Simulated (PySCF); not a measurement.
`C#C[SiH2]O/C=C\C`: 4 charge schemes on one density

Species: C₅H₈OSi.
Atom-mapped SMILES: `[CH:1]#[C:2][SiH2:3][O:4]/[CH:5]=[CH:6]\[CH3:7]` (hydrogens: H8 on C1; H9, H10 on Si3; H11 on C5; H12 on C6; H13, H14, H15 on C7)

Cartesian coordinates in Å at the GFN2-xTB level; atoms count from 1:
```
atom  x, y, z in Å
C1     3.7234   -0.8781   -0.2087
C2     2.8688   -0.0603   -0.4252
Si3    1.5150    1.1696   -0.7435
O4     0.0498    0.5346   -0.4366
C5    -0.5022   -0.0175    0.6665
C6    -1.7552   -0.4498    0.7009
C7    -2.7037   -0.3859   -0.4506
H8     4.4756   -1.5911   -0.0241
H9     1.7861    2.3264    0.1171
H10    1.3596    1.4528   -2.1626
H11    0.1458   -0.0921    1.5315
H12   -2.1246   -0.8818    1.6185
H13   -3.5779    0.2110   -0.1912
H14   -3.0486   -1.3862   -0.7103
H15   -2.2164    0.0563   -1.3148
```

Density: PBE0/pcSseg-1 (PySCF); schemes: Mulliken, IAO, Hirshfeld and ESP-fitted. Geometry: GFN2-xTB, one conformer, isolated molecule.

Task: Which atoms carry the highest charge in the Mulliken, IAO, Hirshfeld and ESP-fitted schemes?

Result: All schemes agree: Mulliken Si3 (+0.874); IAO Si3 (+1.031); Hirshfeld Si3 (+0.429); ESP-fitted Si3 (+0.553).

Task: Which atoms carry the lowest charge in the Mulliken, IAO, Hirshfeld and ESP-fitted schemes?

Result: The schemes don't all agree: Mulliken O4 (-0.594); IAO O4 (-0.591); Hirshfeld O4 (-0.188); ESP-fitted C1 (-0.344).

Task: At which atom do the 4 schemes differ most?

Result: At Si3: from +0.429 (Hirshfeld) to +1.031 e (IAO), 0.602 e apart.

Task: Give the atomic charges in each scheme.

Result: In e:

```tsv
atom	environment	Mulliken	IAO	Hirshfeld	ESP-fitted
C1	terminal alkyne carbon	-0.170	-0.174	-0.076	-0.344
C2	alkyne carbon	-0.208	-0.355	-0.160	-0.149
Si3	oxygen-bound silicon	+0.874	+1.031	+0.429	+0.553
O4	silyl ether oxygen	-0.594	-0.591	-0.188	-0.121
C5	vinylic carbon bearing oxygen	+0.189	+0.035	+0.014	-0.279
C6	alkene CH carbon	-0.299	-0.196	-0.073	-0.105
C7	allylic carbon	-0.217	-0.427	-0.121	-0.111
H8	alkyne hydrogen	+0.069	+0.205	+0.101	+0.308
H9	Si–H hydrogen	-0.107	-0.144	-0.073	-0.096
H10	Si–H hydrogen	-0.110	-0.121	-0.067	-0.101
H11	vinylic hydrogen	+0.099	+0.134	+0.044	+0.187
H12	vinylic hydrogen	+0.104	+0.150	+0.044	+0.104
H13	methyl hydrogen	+0.123	+0.149	+0.043	+0.059
H14	methyl hydrogen	+0.123	+0.149	+0.044	+0.064
H15	methyl hydrogen	+0.126	+0.155	+0.039	+0.030
```

Mean size of the charges over all atoms: IAO 0.268 e, Mulliken 0.227 e, ESP-fitted 0.174 e, Hirshfeld 0.101 e. Each set sums to the total charge, 0, to within 0.001 e. The ESP scheme fits charges at the nuclei, held to the total charge, to the electrostatic potential on points at 1.4 to 2.0 times the van der Waals radii. The Mulliken scheme gives each basis function's population to the atom it is centred on and halves the overlap population of two atoms between them.

Task: Sum the charges by element, for elements with more than one atom.

Result: 
| element | atoms | Mulliken | IAO | Hirshfeld | ESP-fitted |
| --- | --- | --- | --- | --- | --- |
| C | 5 | -0.706 | -1.117 | -0.417 | -0.988 |
| H | 8 | +0.426 | +0.677 | +0.175 | +0.555 |

Task: How closely do the schemes follow one another over all atoms?

Result: Correlation coefficient and root-mean-square difference: IAO with Hirshfeld 0.99, 0.224 e; Mulliken with IAO 0.97, 0.100 e; Mulliken with Hirshfeld 0.95, 0.182 e; Hirshfeld with ESP-fitted 0.84, 0.129 e; IAO with ESP-fitted 0.80, 0.228 e; Mulliken with ESP-fitted 0.72, 0.218 e.
